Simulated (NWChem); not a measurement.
System: C$_{2}$H$_{4}$BNO$_{2}$; SMILES N#CCB(O)O

```xyz
10

N      0.3670    -2.5754     0.0000
C     -0.2879    -1.6151     0.0000
C     -0.9950    -0.3407     0.0000
B      0.0236     0.9003     0.0000
O      1.3782     0.7583     0.0000
O     -0.5317     2.1425     0.0000
H     -1.6506    -0.2771    -0.8778
H     -1.6506    -0.2771     0.8778
H      1.6682    -0.1679     0.0000
H      0.1531     2.8297     0.0000
```
Atoms are numbered in this order, from 1.

Results from NWChem. Pople sets run with spherical d functions. Coordinates come from a B3LYP/6-31G* (spherical d) optimisation. Vzz is the largest principal value of the second derivative of the potential at the nucleus (NWChem prints the opposite sign); η is the asymmetry. Non-relativistic.

Estimate the computed values for B3LYP/6-31G*. Quantities: Vzz N1 (a.u.); η N1; Vzz B4 (a.u.); η B4; Vzz O5 (a.u.); η O5; Vzz O6 (a.u.); η O6.


```
Property        Value
-------------  ------
Vzz N1 (a.u.)  -0.726
η N1             0.02
Vzz B4 (a.u.)   0.298
η B4             0.19
Vzz O5 (a.u.)   1.237
η O5             0.23
Vzz O6 (a.u.)   1.282
η O6             0.26
```
